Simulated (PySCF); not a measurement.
SMILES N[SiH2]O[SiH2]O[Si](O)(O)O (GFN2-xTB optimised geometry):

```
18

Si     0.028    -4.146     2.267
O      1.418    -4.951     2.054
O     -1.177    -5.136     1.829
O     -0.248    -3.698     3.804
O      0.103    -2.798     1.377
Si     0.645    -2.149     0.000
O      0.190    -0.606     0.000
Si    -0.669     0.662     0.534
N     -0.321     1.887    -0.622
H      1.401    -5.903     2.088
H     -2.075    -4.843     1.955
H      0.299    -3.019     4.190
H      0.005    -2.808    -1.132
H      2.103    -2.149     0.000
H     -0.235     0.932     1.911
H     -2.103     0.392     0.452
H      0.610     1.942    -1.003
H     -0.703     2.808    -0.493
```

Method: CAM-B3LYP/def2-SVP (PySCF 2.14.0).

Question: What are the frontier orbital energies and the dipole moment?

Answer: HOMO-2 -10.18 eV, HOMO-1 -9.62 eV, HOMO -8.51 eV, LUMO 1.97 eV, LUMO+1 2.38 eV; dipole moment 1.20 D.

On the same geometry PBE/def2-SVP in PySCF 2.14.0 gives HOMO-2 -6.87 eV, HOMO-1 -6.71 eV, HOMO -5.59 eV, LUMO 0.15 eV, LUMO+1 0.39 eV; dipole moment 1.16 D.

Meta-Löwdin charges at CAM-B3LYP/def2-SVP: Si1 1.55, O2 -0.72, O3 -0.72, O4 -0.72, O5 -0.82, Si6 1.12, O7 -0.82, Si8 1.01, N9 -0.70, H10 0.34, H11 0.34, H12 0.34, H13 -0.15, H14 -0.15, H15 -0.17, H16 -0.15, H17 0.21, H18 0.21.
